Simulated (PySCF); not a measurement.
Fractional electron number in Co⁺ (cobalt, charge +1)

The 3d beta orbital of [Ar] 3d8 is emptied in steps (occupation f), with all orbitals relaxed, ending at [Ar] 3d7. Computed with PySCF 2.14 in aug-pcseg-2, with no relativity, point nucleus. The exact energy is a straight line in f; departures are measured from the line between the end points of the same method.

```
  f  LDA (eV)  PBE (eV)
  1     0.000     0.000
0.9    -0.623    -0.601
0.7    -1.477    -1.423
0.5    -1.786    -1.718
0.3    -1.522    -1.462
0.1    -0.661    -0.634
  0     0.000     0.000
```

**Question.** For PBE, how does the orbital energy at f = 1 compare with the removal energy?

**Answer.** −ε = 11.671 eV against a total-energy difference of 18.295 eV. By Janak's theorem ε = ∂E/∂f, so the gap between them reflects the curvature. Along the path −ε is 12.907 (f = 0.9), 15.481 (f = 0.7), 18.180 (f = 0.5), 20.990 (f = 0.3), 23.895 (f = 0.1) eV.

| method | E(f=0) − E(f=1) (eV) | −ε at f=1 (eV) | −ε at f=0.5 (eV) |
| --- | --- | --- | --- |
| LDA | 18.689 | 11.826 | 18.557 |
| PBE | 18.295 | 11.671 | 18.180 |

Reference removal energy between the ground levels: 17.084 eV (measured; NIST Atomic Spectra Database, ionization energies). The calculation has no spin-orbit coupling. The determinant left behind need not be the lowest term of the ion.
